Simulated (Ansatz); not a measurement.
Gas-phase electronic energies from Ansatz, PBE0-D4/def2-TZVP geometries. CCSD(T)/CBS is the MP2 limit (def2-TZVPP, def2-QZVPP) plus CCSD(T) − MP2 in def2-TZVPP, frozen cores. This one scheme is used for every species. DFT in def2-TZVPP. For Se outer-core shells are correlated without core-valence functions, which leaves a few kJ/mol of doubt a bond. Scalar relativity is left out up to krypton. Each species was taken in one conformer, which may not be the lowest.

Reaction (ligand exchange at a B–Se bond): `[SiH3]B(Cl)[SeH]` + HCl → `[SiH3]B(Cl)Cl` + H₂Se

Task: Is it downhill or uphill in electronic energy at CCSD(T)/CBS, and by how much? (Best estimate.)

Result: Ansatz gave: Downhill: ΔE = -0.8 kcal/mol.

Task: What do these levels give: PBE0-D4, ωB97M-V, B2PLYP, PBE, r2SCAN, HF/def2-TZVPP, MP2/def2-TZVPP, SCS-MP2/def2-TZVPP, CCSD/def2-TZVPP, HF/def2-QZVPP, SCS-MP2/def2-QZVPP, CCSD/CBS(def2)? (Estimate.)

Result: Ansatz gave: PBE0-D4 -1.3, ωB97M-V -2.9, B2PLYP -2.4, PBE -1.8, r2SCAN -2.0, HF/def2-TZVPP -4.8, MP2/def2-TZVPP -0.6, SCS-MP2/def2-TZVPP -1.4, CCSD/def2-TZVPP -1.6, HF/def2-QZVPP -4.9, SCS-MP2/def2-QZVPP -1.3, CCSD/CBS(def2) -1.2 kcal/mol.

Largest T1 diagnostic among the species: 0.013.

The D4 term adds +1.1 kcal/mol with B3LYP and +0.6 kcal/mol with PBE0; it sums over pairs of atoms, weighted by their polarisabilities, and B3LYP, whose exchange is more repulsive, gets the larger term. In def2-TZVPP, CCSD(T) changes the Hartree–Fock value by +3.7 kcal/mol (the triples alone add +0.5 kcal/mol) and MP2 by +4.3 kcal/mol.

B3LYP here is the variant with VWN-RPA as its local correlation; programs differ in this.
